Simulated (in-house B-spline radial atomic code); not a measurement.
How numerical settings move a run on the cerium ion Ce⁺, [Xe] 4f1 5d2. Computed with a B-spline radial code for spherical atoms: Dirac-Kohn-Sham PBE, spherical fractional occupations, Fermi nucleus of rms radius 4.8771 fm.

Command:
```bash
python run_scf.py task.json out
```
Settings of the sound reference run:
```
Z                58
electrons        57
configuration    [Xe] 4f1 5d2
hamiltonian      dirac
method           pbe,pbe
spin_polarised   False
nucleus          fermi
rms_radius       4.8771
mass_number      140
atomic_mass      139.9054
speed_of_light   137.036
knot_spacing     0.22
spline_order     8
gauss_points     12
box_radius       35.29
max_iterations   70
damping          0.5
damped_steps     3
diis_vectors     10
tolerance        1e-08
start            Thomas-Fermi
```

Cost of the run: 1.6 s on 1 thread of Arm Neoverse V1, on a shared host.

It converges in 10 iterations to -8864.533314 hartree, with 5d5/2 at -7.1247 eV. The other runs change the listed settings, some to values that make no sense; their results aren't properties of the atom or ion. Radii are in bohr (the nuclear one in fm), a minus after a letter asks for a j subshell, and «unchanged» means within 1e-8 hartree. The run stops when the residual is below 10 × tolerance × max(1, Z/10), or a noise floor if that is larger, and the energy moves by less than 1e-8 × √|E| hartree; so very loose and very tight tolerances often act alike.

```tsv
changed settings	outcome
knot_spacing = 1.4, box_radius = 141.16, max_iterations = 60, damped_steps = 1, tolerance = 0.001	converged in 6 iterations, energy +4.83e+02 hartree from the reference, 5d5/2 level -1.0e+01 eV
damped_steps = 8	converged in 13 iterations, energy unchanged, 5d5/2 level +1.3e-05 eV
max_iterations = 60, damping = 0.8, tolerance = 0.0001	converged in 10 iterations, energy unchanged, 5d5/2 level -4.6e-04 eV
damped_steps = 1	converged in 10 iterations, energy unchanged, 5d5/2 level -9.4e-06 eV
method = scan,scan	stopped with error: meta-GGAs are not served with the Dirac Hamiltonian
tolerance = 1e-06	converged in 9 iterations, energy unchanged, 5d5/2 level +6.1e-05 eV
damping = 0.95	converged in 11 iterations, energy unchanged, 5d5/2 level +2.2e-05 eV
damping = 0.2	converged in 11 iterations, energy unchanged, 5d5/2 level -2.7e-05 eV
tolerance = 1e-13	converged in 10 iterations, energy unchanged
first_knot = 1.72e-05, max_iterations = 60, damping = 0.95, diis_vectors = 4, tolerance = 1e-05	converged in 10 iterations, energy +5.14e-06 hartree from the reference, 5d5/2 level -7.0e-04 eV
damping = 0.8	converged in 11 iterations, energy unchanged, 5d5/2 level -3.2e-05 eV
damped_steps = 0	converged in 9 iterations, energy unchanged, 5d5/2 level -6.6e-06 eV
```

(1) What happens with electrons = 58, configuration = [Xe] 4f1 5d2 6p-1, max_iterations = 60?

(2) What happens with knot_spacing = 0.4, max_iterations = 100, diis_vectors = 20, tolerance = 0.01?

(3) What happens with damping = 0?

(4) What happens with electrons = 58, configuration = [Xe] 4f1 5d2 6s-1, max_iterations = 75?

## Answers

(1) Converged in 11 iterations to -8864.6534 hartree, a different physical problem.

(2) Converged in 9 iterations, energy +4.13e-03 hartree from the reference, 5d5/2 level -1.5e-04 eV.

(3) Converged in 12 iterations, energy unchanged, 5d5/2 level -9.9e-06 eV.

(4) Stopped with error: j subshells need the Dirac Hamiltonian and l > 0.
